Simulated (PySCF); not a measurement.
# Spinor energies of S⁺ (sulfur, charge +1)

Start: [Ne] 3s1 3p3 4s1; 3s1/2 filled at m_j = +1/2; 3p3/2 filled at m_j = -1/2, +1/2, +3/2; 4s1/2 filled at m_j = +1/2. Calculated with PySCF 2.14 in x2c-SVPall-2c with one added diffuse shell each of s, p type (5s5p1d, 25 functions): generalised Hartree-Fock with the X2C-1e Hamiltonian and a Gaussian nucleus; one run each with spin-orbit coupling (SO) switched off, then screened by Boettger's factors. This is a chosen level, not necessarily the ground level.

```
spinor shell  electrons  ε, spin-free (eV)  ε, screened SO (eV)  weight of nominal j (screened SO)  rms radius, screened SO (bohr)
       1s1/2          2            -2529.6              -2529.6                              1.000                           0.112
       2s1/2          2            -265.12              -265.12                              1.000                           0.517
       2p1/2          2            -201.00              -202.60                              0.727                           0.489
       2p3/2          4            -201.00              -200.20                              0.863                           0.491
       3s1/2          1            -45.651              -45.650                              1.000                            1.68
       3p3/2          3            -29.603              -29.603                              0.662                            1.93
       4s1/2          1             -9.568               -9.568                              1.000                            4.51
```

```csv
quantity,spin-free,screened SO
E (hartree),-397.41359,-397.41396
M_J,5/2,5/2
⟨J²⟩,8.750,8.750
⟨L²⟩,0.000,0.000
⟨S²⟩,8.750,8.750
```

Each row is a mean over spinors that exchange with the open shell spreads, by up to 2.435 eV (2p3/2).

Rows whose weight is well below 1 are mixtures of j = l ± 1/2: exchange outweighs spin-orbit coupling there, and the label is only the starting occupation.

Without spin-orbit coupling the j labels of p, d and f shells carry no meaning; the spin-free column gives the mean over the occupied spinors of each nl shell.
